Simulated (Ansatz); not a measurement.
Reaction (SMILES): F[C]Cl (closed-shell singlet) → C atom + Cl atom + F atom
B3LYP-D3(BJ)/def2-TZVP geometries, fixed; electronic energies without zero-point terms.

Basis-set convergence of the atomisation energy at HF with Ansatz (a first-principles code). Cartesian d functions, on some or all atoms, in 6-31G**, 6-311+G**; all else is spherical. A restricted Hartree-Fock determinant is unstable towards unrestricted orbitals. Open shells are unrestricted. No added dispersion term, no relativity. Functions are those of the species that has most. Reference: the value in aug-cc-pV(5+d)Z, 122.45 kcal/mol, itself unsure by roughly 0.19 kcal/mol (its mean distance from pcseg-4, aug-pcseg-3, aug-cc-pV(Q+d)Z).

```csv
basis,functions,atomisation energy (kcal/mol)
def2-SVP,46,?
6-31G**,49,117.70
aug-pcseg-1,73,119.06
6-311+G**,75,115.96
"6-311++G(2d,2p)",89,118.82
pcseg-2,94,?
def2-TZVPD,123,121.79
"6-311++G(3df,3pd)",125,123.70
jun-cc-pV(T+d)Z,126,121.88
def2-TZVPPD,128,121.77
aug-pcseg-2,142,122.86
aug-cc-pV(T+d)Z,147,?
cc-pV(Q+d)Z,174,122.19
def2-QZVPP,184,122.16
pcseg-3,184,122.74
def2-QZVPPD,208,?
cc-pV(5+d)Z,282,122.38
aug-cc-pV(5+d)Z,390,122.45
```

Task: Fill in the missing entries.

Result: 
- def2-SVP, atomisation energy (kcal/mol): 120.19
- pcseg-2, atomisation energy (kcal/mol): 122.11
- aug-cc-pV(T+d)Z, atomisation energy (kcal/mol): 122.00
- def2-QZVPPD, atomisation energy (kcal/mol): 122.26
